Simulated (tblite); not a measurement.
Run record: tight-binding relaxation, `O([Si]([SiH3])([SiH3])[SiH3])CC=O`.

Computed with GFN2-xTB geometry optimisation, gas phase (tblite 0.8.0). Start geometry: from a force field or distance geometry. The input is one job of a driver script: a line of settings, then coordinates in Å.

Command:
```bash
OMP_NUM_THREADS=1 python probes_run.py task.json out
```

Input:
```
{"job": {"kind": "relax", "xc": "GFN2-xTB", "basis": "xTB"}, "charge": 0, "multiplicity": 1}
O      4.164700    -1.115800     1.107500
C      3.173000    -0.419000     1.375000
C      2.140000    -0.019000     0.376000
O      0.848900    -0.151400     0.967900
Si    -0.545200     0.007800     0.076900
Si    -0.728800     2.016300    -1.027200
Si    -0.826500    -1.614900    -1.525800
Si    -2.419800    -0.112400     1.388000
H      3.058000    -0.001700     2.396400
H      2.232800    -0.655500    -0.506600
H      2.311900     1.030600     0.110300
H      0.439100     2.171000    -1.930400
H     -1.980900     2.083500    -1.809500
H     -0.694100     3.135200    -0.050600
H     -2.088600    -1.385700    -2.276100
H     -0.870900    -2.960600    -0.878400
H      0.318000    -1.569200    -2.466200
H     -3.645200     0.036700     0.548600
H     -2.489100    -1.427900     2.081100
H     -2.402500     0.962700     2.412900
```

Output:
```
step      E/eV     max force
  0    -691.54539    3.244
  1    -691.59193    4.317
  2    -691.70141    0.479
  3    -691.72656    0.408
  4    -691.78053    0.482
  5    -691.80541    0.494
  6    -691.86759    0.439
  7    -691.89392    0.397
  8    -691.91764    0.352
  9    -691.93348    0.310
... (60 lines left out)
 70    -692.09243    0.036
 71    -692.09257    0.031
 72    -692.09263    0.017
 73    -692.09266    0.021
 74    -692.09271    0.017
 75    -692.09276    0.018
 76    -692.09281    0.022
 77    -692.09285    0.019
 78    -692.09287    0.011
 79    -692.09288    0.005
```

«max force» is the largest atomic force in eV/Å.

Question: From which step on does the largest force stay under 0.1 eV/Å, and how much energy is left to gain from there?

Answer: From step 58 (0.099 eV/Å), 3.1 meV above the end.

In short: energy lowered by 12.6 kcal/mol over 79 steps; largest atomic force 0.005 eV/Å at the end.

Question: Give the final coordinates.

Answer: 0.391 Å rms from the input after alignment:
```
atom  x, y, z in Å
O1     4.0897   -0.5091    1.3947
C2     2.9005   -0.4213    1.4940
C3     1.9578   -0.1054    0.3620
O4     0.6487   -0.0991    0.8057
Si5   -0.7287    0.0684   -0.1097
Si6   -0.6414    2.1619   -1.1665
Si7   -0.7399   -1.6701   -1.6861
Si8   -2.2227   -0.1228    1.6620
H9     2.3733   -0.5692    2.4554
H10    2.1016   -0.8519   -0.4326
H11    2.2325    0.8727   -0.0601
H12    0.4866    2.2990   -2.1020
H13   -1.8581    2.3918   -1.9480
H14   -0.5063    3.2989   -0.2479
H15   -1.9769   -1.6496   -2.4687
H16   -0.6245   -3.0127   -1.1037
H17    0.3649   -1.5852   -2.6552
H18   -3.5757   -0.0048    1.1069
H19   -2.1812   -1.3996    2.3822
H20   -2.1053    0.9188    2.6875
```

Question: How long does this job take on one thread, AMD EPYC (x86_64) (shared host)?

Answer: About 3.7 s.
Labels such as C1 count atoms from 1, the log's own numbers from 0.
